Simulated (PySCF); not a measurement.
C₃H₅, doublet, at a GFN2-xTB geometry; B3LYP/6-31G, optimisation and frequencies run with PySCF.

PySCF was given this input:
```python
from pyscf import gto, scf, dft
from pyscf.geomopt import geometric_solver
from pyscf.hessian import thermo

mol = gto.Mole()
mol.atom = '''
    C     1.32517045    0.17996425   -0.00948946
    C     0.06095864    0.44136230   -0.01602886
    H     2.25652235    0.69360547   -0.03009773
    H    -0.31124892    1.47566041   -0.05242127
    C    -1.04589578   -0.57280156    0.02299841
    H    -0.64250733   -1.58055333    0.05836424
    H    -1.67008190   -0.40821458    0.90058097
    H    -1.67408412   -0.47164793   -0.86130678
'''
mol.basis = '6-31g'
mol.spin = 1
mol.verbose = 3
mol.build()

def method(m):
    mf = dft.UKS(m)
    mf.xc = 'b3lyp'
    return mf

conv, mol_eq = geometric_solver.kernel(method(mol), maxsteps=100, convergence_set='GAU_TIGHT')
print('optimisation converged:', conv)
print(mol_eq.tostring(format='xyz'))
mf = method(mol_eq)
mf.kernel()
hess = mf.Hessian().kernel()
freq = thermo.harmonic_analysis(mf.mol, hess)
thermo.dump_normal_mode(mf.mol, freq)
th = thermo.thermo(mf, freq['freq_au'], 298.15, 101325)
thermo.dump_thermo(mf.mol, th)
```

It wrote (shortened):

```
Custom engine selected.
Bonds will be generated from interatomic distances less than 1.20 times sum of covalent radii
24 internal coordinates being used (instead of 24 Cartesians)
Internal coordinate system (atoms numbered from 1):
Distance 1-2
Distance 1-3
Distance 2-4
Distance 2-5
Distance 5-6
Distance 5-7
Distance 5-8
Angle 2-1-3
Angle 1-2-5
Angle 4-2-5
Angle 2-5-6
Angle 2-5-7
Angle 2-5-8
Angle 6-5-7
Angle 6-5-8
Angle 7-5-8
Out-of-Plane 2-1-4-5
Dihedral 3-1-2-4
Dihedral 3-1-2-5
Dihedral 1-2-5-6
Dihedral 1-2-5-7
Dihedral 1-2-5-8
Dihedral 4-2-5-6
Dihedral 4-2-5-7
Dihedral 4-2-5-8
Translation-X 1-8
Translation-Y 1-8
Translation-Z 1-8
Rotation-A 1-8
Rotation-B 1-8
Rotation-C 1-8
<class 'geometric.internal.Distance'> : 7
<class 'geometric.internal.Angle'> : 9
<class 'geometric.internal.OutOfPlane'> : 1
<class 'geometric.internal.Dihedral'> : 8
<class 'geometric.internal.TranslationX'> : 1
<class 'geometric.internal.TranslationY'> : 1
<class 'geometric.internal.TranslationZ'> : 1
<class 'geometric.internal.RotationA'> : 1
<class 'geometric.internal.RotationB'> : 1
<class 'geometric.internal.RotationC'> : 1
> ===== Optimization Info: ====
> Job type: Energy minimization
> Maximum number of optimization cycles: 100
> Initial / maximum trust radius (Angstrom): 0.100 / 0.300
> Convergence Criteria:
> Will converge when all 5 criteria are reached:
>  |Delta-E| < 1.00e-06
>  RMS-Grad  < 1.00e-05
>  Max-Grad  < 1.50e-05
>  RMS-Disp  < 4.00e-05
>  Max-Disp  < 6.00e-05
> === End Optimization Info ===

Geometry optimization cycle 1
Cartesian coordinates (Angstrom)
 Atom        New coordinates             dX        dY        dZ
   C   1.325170   0.179964  -0.009489    0.000000  0.000000  0.000000
   C   0.060959   0.441362  -0.016029    0.000000  0.000000  0.000000
   H   2.256522   0.693605  -0.030098    0.000000  0.000000  0.000000
   H  -0.311249   1.475660  -0.052421    0.000000  0.000000  0.000000
   C  -1.045896  -0.572802   0.022998    0.000000  0.000000  0.000000
   H  -0.642507  -1.580553   0.058364    0.000000  0.000000 -0.000000
   H  -1.670082  -0.408215   0.900581    0.000000  0.000000  0.000000
   H  -1.674084  -0.471648  -0.861307    0.000000  0.000000  0.000000

WARN: Mole.unit (angstrom) is changed to Bohr

converged SCF energy = -117.193169474394  <S^2> = 0.76074685  2S+1 = 2.0107181
--------------- UKS_Scanner gradients ---------------
         x                y                z
0 C    -0.0242238764     0.0104951252    -0.0003224592
1 C     0.0318140435    -0.0106306020     0.0003172778
2 H    -0.0114138141    -0.0058437737     0.0002362016
3 H    -0.0036034740    -0.0019228120     0.0000776293
4 C    -0.0016480140     0.0008393795    -0.0000347262
5 H     0.0000339807     0.0052309681    -0.0001883159
6 H     0.0045157839     0.0007917391    -0.0036252136
7 H     0.0045313035     0.0010460497     0.0035386530
----------------------------------------------
cycle 1: E = -117.193169474  dE = -117.193  norm(grad) = 0.045854
Step    0 : Gradient = 1.621e-02/3.354e-02 (rms/max) Energy = -117.1931694744
[...]
Geometry optimization cycle 2
Cartesian coordinates (Angstrom)
 Atom        New coordinates             dX        dY        dZ
   C   1.353775   0.197595  -0.010241    0.028605  0.017631 -0.000752
   C   0.057914   0.438940  -0.015968   -0.003045 -0.002422  0.000061
   H   2.292898   0.733817  -0.031692    0.036376  0.040211 -0.001594
   H  -0.256495   1.493189  -0.053217    0.054754  0.017528 -0.000795
   C  -1.065190  -0.583803   0.023494   -0.019294 -0.011001  0.000496
   H  -0.674281  -1.604239   0.059332   -0.031774 -0.023686  0.000967
   H  -1.703111  -0.427550   0.902905   -0.033029 -0.019335  0.002325
   H  -1.707179  -0.491088  -0.861933   -0.033094 -0.019440 -0.000627
converged SCF energy = -117.194554714408  <S^2> = 0.76237246  2S+1 = 2.0123344
--------------- UKS_Scanner gradients ---------------
         x                y                z
0 C    -0.0007549524     0.0059629337    -0.0002134952
[...]
Step    2 : Displace = 1.974e-02/3.762e-02 (rms/max) Trust = 1.414e-01 (+) Grad = 1.513e-03/3.008e-03 (rms/max) E (change) = -117.1947298911 (-1.752e-04) Quality = 0.637
converged SCF energy = -117.19478750676  <S^2> = 0.76252857  2S+1 = 2.0124896
Step    3 : Displace = 7.212e-03/1.584e-02 (rms/max) Trust = 1.414e-01 (=) Grad = 3.878e-04/7.092e-04 (rms/max) E (change) = -117.1947875068 (-5.762e-05) Quality = 1.044
converged SCF energy = -117.194790023359  <S^2> = 0.76254426  2S+1 = 2.0125052
Step    4 : Displace = 1.515e-03/2.894e-03 (rms/max) Trust = 2.000e-01 (+) Grad = 1.422e-04/2.996e-04 (rms/max) E (change) = -117.1947900234 (-2.517e-06) Quality = 1.226
converged SCF energy = -117.194790332513  <S^2> = 0.76255832  2S+1 = 2.0125191
Step    5 : Displace = 5.898e-04/1.153e-03 (rms/max) Trust = 2.828e-01 (+) Grad = 1.571e-05/2.713e-05 (rms/max) E (change) = -117.1947903325 (-3.092e-07) Quality = 0.993
converged SCF energy = -117.194790349573  <S^2> = 0.76256079  2S+1 = 2.0125216
Step    6 : Displace = 1.163e-04/2.043e-04 (rms/max) Trust = 3.000e-01 (+) Grad = 8.587e-06/1.956e-05 (rms/max) E (change) = -117.1947903496 (-1.706e-08) Quality = 2.218
converged SCF energy = -117.19479035887  <S^2> = 0.76256102  2S+1 = 2.0125218
Step    7 : Displace = 1.122e-04/1.820e-04 (rms/max) Trust = 3.000e-01 (=) Grad = 4.062e-06/6.721e-06 (rms/max) E (change) = -117.1947903589 (-9.297e-09) Quality = 2.069
converged SCF energy = -117.194790361649  <S^2> = 0.76256081  2S+1 = 2.0125216
Step    8 : Displace = 2.051e-05/2.766e-05 (rms/max) Trust = 3.000e-01 (=) Grad = 4.556e-06/7.134e-06 (rms/max) E (change) = -117.1947903616 (-2.778e-09) Quality = 2.004
converged SCF energy = -117.194790361651  <S^2> = 0.76256127  2S+1 = 2.0125221
[...]
Normal mode                   x     y     z       x     y     z       x     y     z
       0   C                 0.01  0.00 -0.00   -0.03  0.01 -0.00   -0.00  0.00  0.00
       1   C                -0.01 -0.00  0.00    0.03  0.00 -0.00    0.00  0.00  0.01
       2   H                 0.02 -0.01  0.00   -0.03 -0.01  0.00   -0.00 -0.00 -0.01
       3   H                 0.00  0.00 -0.00    0.01 -0.00  0.00    0.00 -0.00 -0.03
       4   C                 0.09  0.08 -0.00   -0.03  0.05 -0.00   -0.00  0.00  0.06
       5   H                -0.47 -0.16  0.01   -0.39 -0.12  0.02   -0.01 -0.03 -0.71
       6   H                -0.32 -0.37 -0.20    0.42 -0.28  0.36   -0.02  0.46 -0.07
       7   H                -0.32 -0.36  0.23    0.42 -0.29 -0.34    0.04 -0.48 -0.05
Mode                                12                  13                  14
Irrep
Freq [cm^-1]                     1696.3921           3030.5718           3039.3558
Reduced mass [au]                   5.6107              1.0537              1.0631
Force const [Dyne/A]                9.5130              5.7016              5.7860
Char temp [K]                    2440.7306           4360.3181           4372.9563
Normal mode                   x     y     z       x     y     z       x     y     z
       0   C                -0.16  0.04 -0.00    0.00 -0.00  0.00   -0.00 -0.00  0.00
       1   C                 0.22 -0.01 -0.00    0.02 -0.05  0.00   -0.02  0.06 -0.00
       2   H                -0.18 -0.05  0.00   -0.03 -0.01  0.00    0.05  0.02 -0.00
       3   H                -0.10 -0.12  0.00   -0.19  0.58 -0.02    0.22 -0.70  0.02
       4   C                -0.02 -0.00  0.00   -0.04 -0.01  0.00   -0.03 -0.01  0.00
       5   H                 0.08  0.03 -0.00   -0.11  0.24 -0.01   -0.12  0.27 -0.01
       6   H                -0.11 -0.04 -0.06    0.28 -0.08 -0.41    0.22 -0.06 -0.32
       7   H                -0.11 -0.04  0.07    0.28 -0.05  0.42    0.22 -0.04  0.32
Mode                                15                  16                  17
Irrep
Freq [cm^-1]                     3089.7929           3141.5491           3271.1895
Reduced mass [au]                   1.0986              1.0984              1.1057
Force const [Dyne/A]                6.1793              6.3873              6.9713
Char temp [K]                    4445.5240           4519.9897           4706.5134
Normal mode                   x     y     z       x     y     z       x     y     z
       0   C                -0.00 -0.00 -0.00    0.00  0.00 -0.00   -0.08 -0.03  0.00
       1   C                -0.00 -0.00 -0.00    0.00 -0.01  0.00    0.01 -0.01  0.00
       2   H                 0.00 -0.00 -0.00   -0.01 -0.01  0.00    0.83  0.45 -0.02
       3   H                -0.00  0.00  0.00   -0.02  0.06 -0.00   -0.02  0.05 -0.00
       4   C                -0.00 -0.00 -0.09    0.05 -0.07  0.00    0.00 -0.00  0.00
       5   H                -0.00 -0.00 -0.03   -0.32  0.81 -0.03   -0.00  0.01 -0.00
       6   H                -0.40  0.10  0.53   -0.14  0.02  0.22   -0.01  0.00  0.01
       7   H                 0.40 -0.06  0.53   -0.14  0.01 -0.22   -0.01 -0.00 -0.01
temperature 298.1500 [K]
pressure 101325.00 [Pa]
Rotational constants [GHz] 56.91239 9.43907 8.52589
Symmetry number 1
Zero-point energy (ZPE) 0.06649 [Eh]   174573.040 [J/mol]
                           tot       elec      trans        rot        vib
Entropy [J/mol/K]       269.343      5.763    155.083     91.119     17.378
Cv [J/mol/K]             53.461      0.000     12.472     12.472     28.518
Cp [J/mol/K]             61.776      0.000     20.786     12.472     28.518
Internal energy [J/mol]                      3718.434   3718.434 177891.744
Internal energy [Eh]   -117.12420  -117.19479
Enthalpy [J/mol]                             6197.391   3718.434 177891.744
Enthalpy [Eh]          -117.12326
Gibbs free energy [J/mol]                  -40040.465 -23448.667 172710.391
Gibbs free energy [Eh] -117.15384
```
